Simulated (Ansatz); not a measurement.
Relaxation of BrF$_{3}$Ge$_{2}$H$_{4}$ (10 atoms, charge 0, multiplicity 1), to a largest force component of 0.03 eV/Å in at most 50 steps.

Method: RKS PBE/def2-SVP in Ansatz.

```xyz
10
Properties=species:S:1:pos:R:3:forces:R:3
Ge -0.571 0.237 -0.378 -1.09 0.37 0.12
Ge -0.153 -0.283 3.167 0.09 -0.05 0.30
H -0.875 -0.807 4.442 0.04 0.02 -0.09
H 1.221 -0.986 3.016 -0.08 0.04 -0.01
H 0.030 1.251 3.266 -0.02 -0.05 0.01
F 0.751 0.991 0.449 0.03 -0.01 0.06
F -0.404 0.724 -2.029 0.02 -0.02 -0.04
F -0.345 -1.478 -0.361 -0.02 0.04 0.00
Br -2.695 0.958 0.371 0.85 -0.23 -0.52
H -1.062 -0.607 1.949 0.17 -0.10 0.17
```

**Question.** Where does it end, and by what steps?

**Answer.** The forces met the threshold. The force dipped under the threshold on the way, but the program's further checks kept it going. After 14 steps the energy has fallen by 0.209 eV; Br9 moved furthest, 0.89 Å.

```csv
step,energy less start (eV),largest force component (eV/Å),accepted
0,0.0000,1.091,yes
1,-0.1424,0.140,yes
2,-0.1797,0.144,yes
3,-0.1819,0.322,yes
4,-0.1990,0.183,yes
5,-0.2019,0.011,yes
6,-0.2031,0.133,yes
7,-0.2042,0.091,yes
8,-0.2059,0.087,yes
9,-0.2069,0.073,yes
10,-0.2078,0.042,yes
11,-0.2085,0.048,yes
12,-0.2090,0.034,yes
13,-0.2093,0.019,yes
14,-0.2094,0.014,yes
```

```xyz
10
Properties=species:S:1:pos:R:3
Ge -0.713 0.361 -0.699
Ge -0.051 -0.398 3.464
H -0.487 -1.002 4.823
H 1.490 -0.438 3.347
H -0.544 1.067 3.369
F 0.610 0.755 0.348
F -0.157 0.615 -2.317
F -1.019 -1.334 -0.533
Br -2.551 1.599 -0.227
H -0.680 -1.226 2.316
```

Whether the end is a true minimum wasn't checked by a vibrational analysis.

Run time: 34 s on 4 threads of Arm Neoverse V1 (shared host), peak memory 0.26 GiB.
